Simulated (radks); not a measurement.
Q: Species: Pd4+. Configuration: [Kr] 4d6 (the NIST ground configuration). All-electron calculation, scalar-relativistic Kohn-Sham, BLYP, spin-polarised, spherical densities, point nucleus; open shells are filled with parallel spins first (spin-orbit coupling, left out, can overturn this in heavy ions). Program: a radial shooting solver on a logarithmic mesh with Libxc functionals. Some entries of the table are withheld. Estimate them.

orbital,occ.,eigenvalue (hartree),<r> (bohr),r(max) (bohr)
1s down,1,-890.4350,0.03185,0.02065
1s up,1,-890.4349,0.03185,0.02065
2s up,1,-131.9023,0.1383,0.1168
2s down,1,-131.8719,0.1383,0.1168
2p up,3,-118.4931,0.1206,0.09339
2p down,3,-118.4699,0.1206,0.09338
3s up,1,-25.56053,0.3794,0.3417
3s down,1,-25.54495,0.3793,0.3418
3p up,3,-21.15676,0.3787,0.3349
3p down,3,-21.13904,0.3786,0.3350
3d up,5,-14.16479,0.3575,0.2820
3d down,5,-14.13736,0.3574,0.2822
4s up,1,-5.30275,(1),0.8478
4s down,1,-5.17837,(2),0.8452
4p up,3,-4.01947,(3),0.9023
4p down,3,-3.89165,(4),0.8995
4d up,5,-2.14909,1.247,1.040
4d down,1,-2.02677,1.263,1.040

A: 
(1) 4s up <r> (bohr): 0.9325
(2) 4s down <r> (bohr): 0.9305
(3) 4p up <r> (bohr): 1.013
(4) 4p down <r> (bohr): 1.012
